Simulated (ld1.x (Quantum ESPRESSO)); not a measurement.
**Rh (Z = 45): one change to a TM potential, before and after**

- Element: Rh (Z = 45)
- Generator: ld1.x (Quantum ESPRESSO) 7.5
- Type: norm-conserving Troullier–Martins (Kleinman–Bylander form)
- Functional: LDA (PZ)
- Relativity: non-relativistic
- Frozen core: [Kr]
- Valence charge: 9
- Reference configuration: 4d8 5s1 5p0
- Partial waves: 5s (bound): rc 2.45 bohr; 4d (bound): rc 1.20 bohr; 5p (bound, empty): rc 3.55 bohr
- Local potential: the p channel
- Core correction: none

All-electron outer shells of the reference configuration (LDA (PZ), non-relativistic, ld1.x):

| shell | level (eV) | outermost node (bohr) | outermost maximum (bohr) |
| --- | --- | --- | --- |
| 4p | -49.15 | 0.48 | 0.96 |
| 4d | -6.51 | 0.46 | 1.14 |
| 5s | -4.22 | 1.23 | 2.73 |
| 5p | -0.98 | 1.37 | 3.83 |

Change: wave 4d (bound): rc 1.20 bohr becomes 4d (bound): rc 0.96 bohr.

Cutoffs: the cutoffs (Ry, on a coarse ladder) from which the occupation-weighted sum of valence levels, in a spherical-Bessel basis at the reference potential, stays within 10 and 1 mRy of its value at 400 Ry; they do not see the model core or the augmentation charge, which bear on the density cutoff. Errors are all-electron minus pseudo energies relative to the spin-unpolarised reference configuration.

Q: How do hardness, ghosts and transferability respond?

A: The potential gets harder (70 Ry and 90 Ry → 160 Ry and 260 Ry); the errors of the 9 common tests hardly move; neither file shows a bound ghost at the reference potential, the only one tested. A smaller radius makes the pseudo-wave follow the all-electron one further in, where it bends more sharply, so more plane waves are needed.

| quantity | base | changed |
| --- | --- | --- |
| cutoff, loose | 70 Ry | 160 Ry |
| cutoff, tight | 90 Ry | 260 Ry |
| loose cutoff by channel (10 mRy a level) | s 6 Ry, d 50 Ry | s 6 Ry, d 120 Ry |
| bound ghosts | none | none |
| error for 4d8 5s0 5p0, meV [ΔE 7.28 eV] | -3.1 | -3.2 |
| error for 4d7 5s0 5p0, meV [ΔE 27.32 eV] | -150 | -151 |
| error for 4d6 5s0 5p0, meV [ΔE 60.46 eV] | -742 | -746 |
| error for 4d8 5s0.5 5p0, meV [ΔE 2.86 eV] | -0.1 | -0.2 |
| error for 4d8.5 5s0.5 5p0, meV [ΔE -0.93 eV] | -31 | -31 |
| error for 4d7 5s1 5p0, meV [ΔE 11.77 eV] | -83 | -84 |
| error for 4d5 5s0 5p0, meV [ΔE 108.15 eV] | -1791 | -1805 |
| error for 4d8 5s1 5p0 (spin-polarised), meV [ΔE -0.87 eV] | +438 | +435 |
| error for 4d8 5s0 5p0 (spin-polarised), meV [ΔE 6.71 eV] | +414 | +411 |
| s: phases at 3.86 bohr within 0.05 rad from the reference energy up to (Ry; the scan ends near 5) | 0.4 | 0.4 |
| p: phases at 3.86 bohr within 0.05 rad from the reference energy up to (Ry; the scan ends near 5) | 1.5 | 1.5 |
| d: phases at 3.86 bohr within 0.05 rad from the reference energy up to (Ry; the scan ends near 5) | 0.3 | 0.3 |

Base: These tests converged, but a pseudo level misses the all-electron one widely, so the file describes the atom poorly there or has found another state: 4d5 5s0 5p0: empty 5s by 4.7 eV. Changed file: These tests converged, but a pseudo level misses the all-electron one widely, so the file describes the atom poorly there or has found another state: 4d5 5s0 5p0: empty 5s by 4.7 eV.
